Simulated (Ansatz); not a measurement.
Ideal-gas functions of H₅N₂OSi, SMILES `[NH][SiH](N)O` radical at 600 K and 1 bar, from an Ansatz frequency run at PBE0-D4/def2-TZVP.

Molar mass 77.14 g/mol, point group C1 (symmetry number 1), electronic degeneracy 2, moments of inertia 69.734, 83.369, 129.739 u Å². Harmonic wavenumbers (cm⁻¹, unscaled): 139, 195, 250, 259, 338, 356, 366, 660, 764, 770, 798, 879, 907, 912, 950, 1570, 2250, 3525, 3626, 3728, 3909.

Use S(trans) = R[1.5 ln M + 2.5 ln T − 1.1517]; rotational temperatures θ = 24.2544 K / I; S(rot) = R[ln(√π/σ · √(T³/θAθBθC)) + 1.5]; for each mode x = 1.438777 ν̃/T, S = R[x/(eˣ − 1) − ln(1 − e⁻ˣ)] and H = RT x/(eˣ − 1); 1 cm⁻¹ = 0.0119627 kJ/mol; R = 8.31446 J/(mol·K).

Problem. By hand: the entropy, in J/(mol·K).

Solution. Translation 177.6. Rotation: θ = 0.3478, 0.2909, 0.1869 K, giving 113.5. Vibration, mode by mode: 17.49, 14.71, 12.69, 12.41, 10.29, 9.88, 9.66, 5.31, 4.35, 4.30, 4.08, 3.50, 3.32, 3.29, 3.06, 0.94, 0.24, 0.02, 0.01, 0.01, 0.01, in all 119.6. Electronic 5.8. Sum 416.5 J/(mol·K).

Problem. By hand: H − E and G − E in kJ/mol, counted from the electronic energy.

Solution. Zero-point energy ½ × 27151 × 0.0119627 = 162.4; thermal vibration 38.1; translation, rotation and pV give 4 RT = 20.0. H − E = 220.5 kJ/mol, and G − E = 220.5 − 600 × 416.5/1000 = -29.4 kJ/mol.

Vibration gives 29 % of the entropy, 17.5 J/(mol·K) of it from the mode under 150 cm⁻¹: soft modes count most, and the harmonic formula is weakest for them. The sum counts one conformer and one mirror image; others add a mixing term.
